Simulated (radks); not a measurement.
Values are calculated unless marked as measured or tabulated.
The samarium ion Sm2+, 60 electrons, occupied as [Xe] 4f5 5f1 (not the ground configuration).

Level of theory: Dirac Kohn-Sham, XLYP, spin-unpolarised, spherical densities, point nucleus; open shells fill j = l - 1/2 first (a radial shooting solver on a logarithmic mesh with Libxc functionals).

Energy parts (Ry):
| part | energy |
|---|---|
| total | -20869.7896 |
| kinetic | 22633.8380 |
| electron-nucleus | -51028.9145 |
| Hartree | 7999.4065 |
| exchange-correlation | -474.1196 |

Orbitals (lengths in bohr, moments of r in powers of bohr; r(max) is where P^2 peaks):
\begin{tabular}{lrrrrr}
orbital & occ. & eigenvalue (Ry) & r(max) & <1/r> & small-component weight \\ \hline
1s1/2 & 2 & -3430.034 & 0.01449 & 68.84 & 5.31e-02 \\
2s1/2 & 2 & -561.7884 & 0.08230 & 16.36 & 1.17e-02 \\
2p1/2 & 2 & -532.5750 & 0.06236 & 16.34 & 1.17e-02 \\
2p3/2 & 4 & -488.2454 & 0.06799 & 14.56 & 1.09e-02 \\
3s1/2 & 2 & -124.5671 & 0.2339 & 5.944 & 3.66e-03 \\
3p1/2 & 2 & -112.0020 & 0.2209 & 5.859 & 3.60e-03 \\
3p3/2 & 4 & -103.0288 & 0.2329 & 5.412 & 3.38e-03 \\
3d3/2 & 4 & -81.24245 & 0.1857 & 5.286 & 3.25e-03 \\
3d5/2 & 6 & -79.29394 & 0.1891 & 5.174 & 3.19e-03 \\
4s1/2 & 2 & -26.24753 & 0.5394 & 2.481 & 1.15e-03 \\
4p1/2 & 2 & -21.42851 & 0.5451 & 2.375 & 1.08e-03 \\
4p3/2 & 4 & -19.44872 & 0.5707 & 2.225 & 1.00e-03 \\
4d3/2 & 4 & -11.51660 & 0.5819 & 2.007 & 8.46e-04 \\
4d5/2 & 6 & -11.16152 & 0.5902 & 1.970 & 8.25e-04 \\
5s1/2 & 2 & -4.79613 & 1.246 & 0.9673 & 2.55e-04 \\
5p1/2 & 2 & -3.45533 & 1.355 & 0.8597 & 2.06e-04 \\
5p3/2 & 4 & -3.16750 & 1.425 & 0.8080 & 1.86e-04 \\
4f5/2 & 5 & -1.97515 & 0.6028 & 1.443 & 4.76e-04 \\
4f7/2 & 0 & -1.93114 & 0.6075 & 1.427 & 4.68e-04 \\
5d3/2 & 0 & -1.42476 & 1.865 & 0.5665 & 9.43e-05 \\
5d5/2 & 0 & -1.39734 & 1.898 & 0.5562 & 9.13e-05 \\
6s1/2 & 0 & -1.29393 & 3.039 & 0.3852 & 5.11e-05 \\
5f5/2 & 1 & -0.45142 & 4.921 & 0.2194 & 1.65e-05 \\
5f7/2 & 0 & -0.45062 & 4.936 & 0.2191 & 1.66e-05 \\
\end{tabular}

The highest occupied level is 5f5/2 at -6.142 eV. The configuration is held as typed, so some empty levels lie below it. The density falls to 0.001 e/bohr^3 at r = 4.05 bohr. Summed over all electrons, <r^2> = 71.57 bohr^2, which gives a Langevin (diamagnetic) susceptibility term of -56.7 x 10^-6 cm^3/mol.
